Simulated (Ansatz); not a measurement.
Counterpoise correction, worked out

The pair of Br⁻ (SMILES [Br-], atom 1) and SbH₃ (SMILES [SbH3], atoms 2–5), both closed shells, in one local arrangement (a lower one may exist), relaxed at PBE0-D4/def2-TZVPD:

```xyz
5
angstrom
Br -0.5138 -0.3337 -2.7846
Sb 0.0113 -0.5783 0.3587
H -1.1420 0.6778 0.3881
H 1.3036 0.4619 -0.0373
H 0.3408 -0.2278 2.0751
```

Computed with Ansatz 0.2.0 (basis: def2-TZVPPD); correlated methods freeze the cores. Filled d shells of the heavier atoms are correlated. Core potentials replace the inner electrons of the atoms past krypton. The def2 sets are not built for correlating such inner shells, so the correlated values are less sure here.

CCSD(T) total energies in eV:

| system | geometry | basis functions | energy |
| --- | --- | --- | --- |
| pair | pair | all | -76577.54147 |
| Br⁻ | as in the pair | all (partner as ghosts) | -70009.11948 |
| SbH₃ | as in the pair | all (partner as ghosts) | -6567.99792 |
| Br⁻ | as in the pair | its own | -70009.07907 |
| SbH₃ | as in the pair | its own | -6567.97811 |
| Br⁻ | free (PBE0-D4 minimum) | its own | -70009.07907 |
| SbH₃ | free (PBE0-D4 minimum) | its own | -6568.04061 |

Problem. Work out the interaction energy with and without the counterpoise correction, the superposition error, and the binding energy from the relaxed fragments.

Solution. Without correction: -76577.54147 − (-70009.07907) − (-6567.97811) = -0.48429 eV.
With correction (each fragment in the whole basis): -76577.54147 − (-70009.11948) − (-6567.99792) = -0.42407 eV = -9.78 kcal/mol.
The superposition error is the difference, 0.06022 eV, 12 % of the uncorrected value: each fragment borrows its partner's functions.
Deformation from the free shapes: 0.00000 eV for Br⁻ and 0.06250 eV for SbH₃.
Binding energy from relaxed fragments: -0.42407 + 0.00000 + 0.06250 = -0.36157 eV = -8.34 kcal/mol (electronic, without zero-point energy; negative means bound). For comparison, the corrected interaction energy by CCSD(T) at an estimated basis limit (MP2 extrapolated from triple and quadruple zeta, plus CCSD(T) − MP2 in triple zeta) is -0.519 eV; triple zeta with the correction binds less.

T1 diagnostic: at most 0.015.

For scale, one of the runs: CCSD(T)/def2-TZVPPD, 164 basis functions, launched by `ansatz run in.yaml --threads 4 --pin off --events-out ev --progress --plain --max-ram 9574MiB`. Hardware: 4 CPU threads of an AMD EPYC 9R45, shared host. Wall time 11 s; peak host memory 1.5 GiB.
